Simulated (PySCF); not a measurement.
# Ag: interval between two levels

Ag [Kr] 4d10 5s1 [2S1/2, M_J = 1/2] → Ag [Kr] 4d10 5p1 [2P3/2, M_J = 3/2], as a difference of total energies. All numbers are calculated (PySCF 2.14, the two-component X2C-1e Hamiltonian, in x2c-TZVPall-2c (8s9p7d1f, 77 functions)). Correlated levels: [Ar] 3d10 frozen; the 6 highest virtual spinors dropped. "Screened" scales the spin-orbit matrix elements by Boettger's factors to mimic the two-electron term; Breit and QED terms are absent.

| method | interval between two levels (cm⁻¹) |
| --- | --- |
| GHF (spin-free) | 25273 |
| GMP2 (spin-free) | 29469 |
| GHF (screened spin-orbit) | 25506 |
| GMP2 (screened spin-orbit) | 29760 |

The spin-free rows lack the spin-orbit shift.

Errors of the correlated levels include the incompleteness of this basis and the frozen core.

Which method comes closest to the reference value, and which is furthest?

The reference is 30473 cm⁻¹ (measured; NIST Handbook of Basic Atomic Spectroscopic Data (Sansonetti and Martin, J. Phys. Chem. Ref. Data 34, 1559 (2005))). Closest: GMP2 (screened spin-orbit) (error -712.87 cm⁻¹); furthest: GHF (spin-free) (error -5199.3 cm⁻¹).
